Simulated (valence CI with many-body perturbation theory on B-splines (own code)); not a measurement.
# Ladder of approximations for Nd XI

Calculated by valence CI with perturbative core correlation (CI+MBPT): four valence electrons over a frozen Dirac-Fock core [Kr] 4d10, a basis of 8 s, 8 p, 9 d, 9 f, 6 g, 3 h, 2 i functions for each j, with the one-electron correlation potential Σ1, the two-electron term Σ2, the three-electron term Σ3, Breit, model QED; selected CI, second order for the rest, scaled by the run's own slope (own B-spline code, finite nucleus).

No measured spectrum was set against this ion. As an estimate, terms of the open shell hold to a few per cent of their energy, and close levels can change places; configurations with another count of f electrons can be misplaced by thousands of cm⁻¹. Core correlation moves these levels by up to 55000 cm⁻¹, and in measured spectra 5 to 20 % of such shifts remained as error; rates that hang on mixing are uncertain with them. Among the levels kept, up to 280 cm⁻¹ of a level comes from second order outside the variational space, and about a tenth of that is noise between levels of different J, which matters for small intervals.

Each rung adds one term. CI alone is the Dirac-Coulomb CI over the frozen core; QED comes last and gives the full result, which names the levels. Energies are above 4f5s²5p ³G_3 on the same rung, in cm⁻¹. A blank means that the level has no clear partner on that rung.

Names give the largest LS component (configuration and term), which can be under half, so a name can repeat, a term be missing and a line seem to break the LS rules; names also repeat where a configuration has a term twice.

```
        Level  CI alone    + Σ1    + Σ2    + Σ3  + Breit    Full
  4f²5s² ³H_4     32529   25644    3136    3658     1929    1760
 4f5s²5p ³F_2      3543    3625    3611    3793     3709    3701
  4f²5s² ³H_5     35353   28771    6502    7011     4995    4837
 4f5s²5p ³F_3      5698    6033    5918    6083     5735    5750
 4f5s²5p ³G_4      7648    7974    7878    7871     7338    7335
  4f²5s² ³H_6     38264   31986    9938   10434     8132    7994
  4f²5s² ³F_2             33214   10722   11181     9555    9402
  4f²5s² ³F_3     42033   34830   12792   13269    11409   11266
  4f²5s² ³F_4             35207   13803   14158    12356   12229
  4f²5s² ¹G_4             38490   17446   17962    15770   15640
  4f²5s² ¹D_2                     27383   27982    26142   26000
  5s²5p² ³P_0                     26329   26716    27350   27379
  4f²5s² ¹I_6     64786   58638   34332   34863    32739   32592
  4f²5s² ³P_1     66240           34303   34879    33155   33011
  4f²5s² ³P_2             60314   36550   37112    35079   34945
  4f²5s² ³P_0                     37177   37530    36966   36954
 4f5s²5p ¹F_3     37254   39076   39442   39719    39223   39286
 4f5s²5p ³F_4             43498   43917   44013    43333   43407
 4f5s²5p ³D_2             44677   46571   46557    46129   46192
 4f5s²5p ³D_3     47631   48834   49198   49138    48369   48448
 4f5s²5p ³G_5     47669   49104   49962   49579    48762   48841
 4f5s²5p ³D_1     51263   52323   52282   51870    51391   51447
 4f5s²5p ¹G_4     54899   55342   55878   55149    54497   54562
 4f5s²5p ¹D_2                     57137   57063    56547   56649
  5s²5p² ³P_1     39824           65379   65484    66804   67045
  4f²5s² ¹S_0     93157   90965   71770   72420    70834   70726
  5s²5p² ³P_2             69284   78996   78424    79406   79630
  5s²5p² ¹D_2     94448  102740  117258  117024   117834  118138
4f²5s5p ⁵I°_4    165756  160324  143478  143594   142252  141403
  5s²5p² ¹S_0    121951  128200  140805  140571   141348  141634
4f²5s5p ⁵I°_5    169220  163974  147198  147373   145801  144966
```

Problem. How does the ionisation energy move along the ladder, and which term matters most?

Solution. CI alone 165.07, + Σ1 166.81, + Σ2 166.54, + Σ3 166.50, + Breit 166.37, + QED 166.38 eV. The largest step is Σ1, 1.74 eV. NIST lists 168 ± 8 eV (theoretical).
